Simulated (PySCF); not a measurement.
GeH₈N₂Si.

```xyz
12

N     -2.6155     0.2851     0.0555
Si    -1.0586     1.0891     0.0951
Ge     0.6023    -0.6310     0.0566
N      2.2366     0.1972    -0.3164
H     -2.7743    -0.3953    -0.6930
H     -3.4575     0.8539     0.1853
H     -0.9980     1.8948     1.3644
H     -0.7492     2.0515    -1.0399
H      0.7851    -1.3298     1.4318
H      0.1796    -1.7467    -0.9684
H      3.0089    -0.4765    -0.3947
H      2.2041     0.7159    -1.2031
```
Charge 0, spin multiplicity 1.

Geometry optimised at PBE-D3(BJ)/def2-SVP. The structure was generated by enumeration, and PubChem lists no compound with its InChIKey, so it may never have been made. The values are those of a single conformer.

The numbers are results of PBE/pcSseg-1 run with PySCF, not measurements. Non-relativistic, no solvent.

Computed absolute GIAO shielding of each atom: isotropic value and principal components (ppm):
```tsv
atom	σ(iso)	σ11	σ22	σ33	span
N1	258.7	220.9	253.7	301.6	80.6
Si2	376.2	324.7	350.2	453.8	129.1
Ge3	1408.1	1261.8	1351.4	1611.1	349.3
N4	260.9	227.9	253.7	300.9	73.0
H5	31.4	23.5	29.4	41.2	17.7
H6	31.1	23.2	27.1	42.9	19.7
H7	25.9	23.0	24.7	30.1	7.1
H8	25.7	21.6	24.9	30.5	9.0
H9	26.2	20.5	21.9	36.3	15.8
H10	25.8	19.4	21.9	36.1	16.7
H11	31.4	23.1	27.6	43.5	20.4
H12	31.7	23.4	28.9	42.7	19.3
```
